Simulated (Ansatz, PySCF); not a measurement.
Pair of molecules: ethylamine (SMILES CCN) (first 10 atoms) with HF (SMILES F); geometry from B3LYP-D3(BJ)/def2-TZVP, rigid monomers moved along the line of their centres of mass till N3···H12 is 1.85 Å.
(charge 0, multiplicity 1):
```
atom    x (Å)    y (Å)    z (Å)
----  -------  -------  -------
C      1.2488   0.4907   0.0162
C     -0.2581   0.3102  -0.0588
N     -0.6906  -0.7789   0.8387
H      1.5661   1.3184  -0.6192
H      1.5586   0.6969   1.0408
H      1.7683  -0.4086  -0.3250
H     -0.5677   0.1293  -1.0943
H     -0.7585   1.2201   0.2771
H     -1.6941  -0.9165   0.7888
H     -0.2540  -1.6555   0.5716
F      0.0106  -0.0406   3.4610
H     -0.2743  -0.3696   2.5894
```

Counterpoise-corrected where a basis set is named; no monomer relaxation.

Frozen-core correlation.

Codes used: Ansatz (an electronic-structure program) with Gaussian orbitals; PySCF for the dispersion terms. 

PBE/def2-TZVPPD gives -15.20 kcal/mol for the interaction energy.

**Question.** How do the other levels lie against it? Give each less PBE: PBE-D3(BJ)/def2-TZVPPD, r2SCAN/def2-TZVPPD, PBE0/def2-TZVPPD, wB97M-V/def2-TZVPPD, MP2/aug-cc-pVDZ, CCSD(T)/aug-cc-pVDZ.

**Answer.** PBE-D3(BJ)/def2-TZVPPD -0.83; r2SCAN/def2-TZVPPD -0.32; PBE0/def2-TZVPPD 0.08; wB97M-V/def2-TZVPPD 0.38; MP2/aug-cc-pVDZ 1.37; CCSD(T)/aug-cc-pVDZ 1.63 kcal/mol. 4 of 6 lie above PBE; the widest gap is to CCSD(T)/aug-cc-pVDZ.
